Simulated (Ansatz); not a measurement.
Cl3NbO, singlet, at a GFN2-xTB geometry (such geometries of metal compounds can be far from the true shape) (core potentials on Nb); SVWN5/def2-SVP run with Ansatz (an electronic-structure program).

The Ansatz input:
Ansatz 0.2 input:
```yaml
crystal:
  periodic: [false, false, false]
  atoms:
    - {symbol: Nb, position_ang: [0.24007063, -0.10404666, -0.12692450]}
    - {symbol: O, position_ang: [1.62517328, -0.70435045, -0.85922341]}
    - {symbol: Cl, position_ang: [0.67383078, 0.90501679, 1.77581036]}
    - {symbol: Cl, position_ang: [-0.80064917, 1.36296239, -1.38848845]}
    - {symbol: Cl, position_ang: [-1.21696291, -1.68558407, 0.32313055]}
basis:
  gaussian:
    orbitals: def2-SVP
hamiltonian:
  xc: {name: SVWN5}
```

What the program printed (banner, timings and long lists left out):

```
Functional definition: SVWN5
1005 factors; their error is unknown
mean field evaluation 1: about -41012.6026 eV, gradient 6.8e1 eV
mean field evaluation 2: about -40816.0425 eV, gradient 2.3e2 eV
mean field evaluation 4: about -41012.9236 eV, gradient 6.0e1 eV
mean field evaluation 8: about -41021.5100 eV, gradient 4.7e-1 eV
mean field evaluation 16: about -41021.4639 eV, gradient 2.2e-4 eV
mean field -41021.46393128 eV, -1507.5109941275 hartree, gradient 6.9e-5 eV, S^2 0.000000; 0 other end points of the search recorded, 0 dependent functions left out
reference -41021.46399765 eV, -1507.5109965666 hartree; 36, 36 occupied and 63, 63 virtual orbitals, 1005 factors
Total energy: -41021.46399765 eV, -1507.5109965666 hartree
```
